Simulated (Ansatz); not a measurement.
Cost and result up the ladder for the cluster Cu₂Te (the lowest singlet isomer of a short search) (3 atoms). Total charge 0; singlet. Geometry: B3LYP-D4/def2-TZVP.

Cartesian coordinates in Å:
```
Cu 1.4123 0.0970 0.4468
Cu -0.7687 1.0710 -0.6825
Te -0.6437 -1.1680 0.2357
```

Ansatz on 2 threads of Arm Neoverse V2 on a shared host. Times are rough, and most runs start from the orbitals of an earlier one. r2SCAN0-D4/def2-TZVP serves as the yardstick here, not as an exact answer. Differences are given only for rows in sets of like size (and for xTB, whose basis is part of the method), since another set adds its own error. Binding counts from free atoms at the same level (Cu doublet, Te triplet; other spins of the atoms weren't run), without zero-point energy or a counterpoise term.

In the def2 sets Te takes a core potential; there is no spin–orbit coupling. Correlated methods freeze 22 core orbitals; core or outer-core shells of Te are correlated, in sets that lack core-valence functions. The structure comes from a short search, and lower isomers may exist.

Correlated methods converge slowly with the basis.

```json
{"level": "PBE-D4/def2-SVP", "functions": "88", "wall time": "1.6 s", "binding energy per atom (eV)": "2.04", "difference from r2SCAN0-D4/def2-TZVP (eV)": "–", "remarks": "–"}
{"level": "PBE0-D4/def2-SVP", "functions": "88", "wall time": "2.2 s", "binding energy per atom (eV)": "1.82", "difference from r2SCAN0-D4/def2-TZVP (eV)": "–", "remarks": "–"}
{"level": "PBE-D4/def2-TZVP (with forces)", "functions": "140", "wall time": "2.6 s", "binding energy per atom (eV)": "1.81", "difference from r2SCAN0-D4/def2-TZVP (eV)": "0.19", "remarks": "–"}
{"level": "PBE-D4/def2-TZVPD", "functions": "155", "wall time": "2.6 s", "binding energy per atom (eV)": "1.82", "difference from r2SCAN0-D4/def2-TZVP (eV)": "0.20", "remarks": "–"}
{"level": "MP2/def2-TZVP", "functions": "140", "wall time": "3.1 s", "binding energy per atom (eV)": "1.67", "difference from r2SCAN0-D4/def2-TZVP (eV)": "0.05", "remarks": "–"}
{"level": "PBE0-D4/def2-TZVP", "functions": "140", "wall time": "4.1 s", "binding energy per atom (eV)": "1.65", "difference from r2SCAN0-D4/def2-TZVP (eV)": "0.04", "remarks": "–"}
{"level": "BHLYP-D4/def2-TZVP", "functions": "140", "wall time": "4.4 s", "binding energy per atom (eV)": "1.47", "difference from r2SCAN0-D4/def2-TZVP (eV)": "-0.15", "remarks": "–"}
{"level": "PBE0-D4/def2-TZVPD", "functions": "155", "wall time": "4.4 s", "binding energy per atom (eV)": "1.67", "difference from r2SCAN0-D4/def2-TZVP (eV)": "0.05", "remarks": "–"}
{"level": "r2SCAN-D4/def2-TZVP", "functions": "140", "wall time": "5.5 s", "binding energy per atom (eV)": "1.77", "difference from r2SCAN0-D4/def2-TZVP (eV)": "0.15", "remarks": "–"}
{"level": "RPA@PBE/def2-TZVP", "functions": "140", "wall time": "5.5 s", "binding energy per atom (eV)": "1.40", "difference from r2SCAN0-D4/def2-TZVP (eV)": "-0.22", "remarks": "–"}
{"level": "r2SCAN-D4/def2-TZVPD", "functions": "155", "wall time": "6 s", "binding energy per atom (eV)": "1.78", "difference from r2SCAN0-D4/def2-TZVP (eV)": "0.16", "remarks": "–"}
{"level": "PBE-QIDH/def2-TZVP", "functions": "140", "wall time": "6 s", "binding energy per atom (eV)": "1.63", "difference from r2SCAN0-D4/def2-TZVP (eV)": "0.01", "remarks": "test for broken spin undecided"}
{"level": "r2SCAN0-D4/def2-TZVP", "functions": "140", "wall time": "7.5 s", "binding energy per atom (eV)": "1.62", "difference from r2SCAN0-D4/def2-TZVP (eV)": "0.00", "remarks": "–"}
{"level": "CCSD(T)/def2-TZVPP", "functions": "178", "wall time": "20 s", "binding energy per atom (eV)": "1.61", "difference from r2SCAN0-D4/def2-TZVP (eV)": "-0.01", "remarks": "–"}
```
